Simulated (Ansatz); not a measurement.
Reaction (atomization): `BC1=CC1F` → B• + 3 C• + F• + 4 H•

Program: Ansatz. Geometries: PBE0-D4/def2-TZVP. ΔE: electronic, gas phase. CCSD(T)/CBS adds triple-zeta CCSD(T) − MP2 to the extrapolated MP2 energy (def2 sets, frozen cores). This one scheme is used for every species, atoms too. DFT in def2-TZVPP. B3LYP here is the variant with VWN-RPA as its local correlation; programs differ in this. HSE06 is defined as in plane-wave codes. Open shells (•) are unrestricted, without spin–orbit coupling. Spin–orbit coupling would lower the free atoms: a little for B, C, F.

(1) What is ΔE at CCSD(T)/CBS? (Best estimate.)

(2) What do these levels give: revPBE-D4, B97M-V, B3LYP-D4, HSE06-D4, CAM-B3LYP-D4, ωB97X-V, ωB97M-V, PBE0, B3LYP, CCSD(T)/def2-TZVPP, SCS-MP2/def2-QZVPP, CCSD/CBS(def2)? (Best estimate.)

Largest T1 diagnostic among the species: 0.014.

## Answers

(1) The calculation gave: +3649.3 kJ/mol.

(2) The calculation gave: revPBE-D4 3710.0, B97M-V 3700.4, B3LYP-D4 3682.0, HSE06-D4 3731.5, CAM-B3LYP-D4 3696.8, ωB97X-V 3680.4, ωB97M-V 3689.2, PBE0 3716.2, B3LYP 3659.0, CCSD(T)/def2-TZVPP 3559.2, SCS-MP2/def2-QZVPP 3676.7, CCSD/CBS(def2) 3583.4 kJ/mol.

From PBE to PBE0 (25 % exact exchange), in def2-TZVPP and without D4, ΔE moves by −88.6 kJ/mol: exact exchange takes away binding that semilocal exchange gives to molecules. The D4 term adds +23.1 kJ/mol with B3LYP and +12.0 kJ/mol with PBE0; it sums over pairs of atoms, weighted by their polarisabilities, and B3LYP, whose exchange is more repulsive, gets the larger term.

For atomizations the MP2-based limit and the directly extrapolated one differ by several kJ/mol either way, and by 10 to 25 for some Ge, Se and Sn compounds, so smaller differences from it don't rank the levels.
